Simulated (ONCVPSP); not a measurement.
Cu (Z = 29): one change to an ONCV potential, before and after

```
Element                 : Cu (Z = 29)
Generator               : ONCVPSP 4.0.1
Type                    : optimised norm-conserving Vanderbilt (ONCV)
Functional              : LDA (Perdew-Wang 92)
Relativity              : fully relativistic
Frozen core             : [Ne]
Valence charge          : 19
Reference configuration : 3s2 3p6 3d10 4p1
Partial waves           : 3s: rc 0.70 bohr, ncon 5, nbas 9, qcut 9.2 1/bohr, 2 projectors, debl 2 Ha; 3p+4p: rc 1.20 bohr, ncon 5, nbas 10, qcut 13.6 1/bohr, 2 projectors; 3d: rc 0.75 bohr, ncon 3, nbas 6, qcut 13.9 1/bohr, 2 projectors, debl 3.6 Ha
Local potential         : polynomial inside 0.70 bohr (lpopt 5, dvloc0 0 Ha)
Core correction         : none
```

Open shells are filled in proportion to 2j + 1.

In the s channel the program set the typed energies aside and used -4.271, 0.250 Ha.

Change: s: qcut 8.9; p: qcut 13.2; d: qcut 13.4.

Cutoffs: the cutoffs (Ha) at which the residual kinetic energy of the hardest occupied pseudo-wave falls to 1 and 0.1 mHa per electron; they do not see the model core or the augmentation charge, which bear on the density cutoff. Errors are all-electron minus pseudo energies relative to the spin-unpolarised reference configuration.

What does the change do?

Of the 4 tests that both files solve, the error grows in 2 and shrinks in 0 by more than 15 % and 0.3 meV (median size 2.9 → 3.7 meV); neither file shows a bound ghost.

| quantity | base | changed |
| --- | --- | --- |
| cutoffs, loose and tight | 401 Ha, 470 Ha | not determined |
| bound ghosts | none | none |
| GHOST(+) flags under 300 eV | none | none |
| error for 3s2 3p6 3d10 4s1 4p0, meV [ΔE -4.26 eV] | -0.8 | -0.8 |
| error for 3s2 3p6 3d10 4p0, meV [ΔE 4.17 eV] | +0.8 | +0.8 |
| error for 3s2 3p6 3d9 4p0, meV [ΔE 25.86 eV] | -10 | -12 |
| error for 3s2 3p6 3d9 4s2 4p0, meV [ΔE -2.24 eV] | -4.9 | -6.5 |
| s: phases at 0.71 bohr within 0.05 rad from the reference energy up to (Ha; the scan ends near 5) | to the end of the scan | to the end of the scan |
| p3/2: phases at 1.21 bohr within 0.05 rad from the reference energy up to (Ha; the scan ends near 5) | to the end of the scan | to the end of the scan |
| p1/2: phases at 1.21 bohr within 0.05 rad from the reference energy up to (Ha; the scan ends near 5) | to the end of the scan | to the end of the scan |
| d5/2: phases at 0.76 bohr within 0.05 rad from the reference energy up to (Ha; the scan ends near 5) | to the end of the scan | to the end of the scan |
| d3/2: phases at 0.76 bohr within 0.05 rad from the reference energy up to (Ha; the scan ends near 5) | to the end of the scan | to the end of the scan |

Base: These tests converged, but a pseudo level misses the all-electron one widely, so the file describes the atom poorly there or has found another state: 3s2 3p6 3d10 4s1 4p0: empty 4p by 5.9 eV; 3s2 3p6 3d9 4s2 4p0: empty 4p by 14.2 eV. Changed file: These tests converged, but a pseudo level misses the all-electron one widely, so the file describes the atom poorly there or has found another state: 3s2 3p6 3d10 4s1 4p0: empty 4p by 5.9 eV; 3s2 3p6 3d9 4s2 4p0: empty 4p by 14.2 eV.
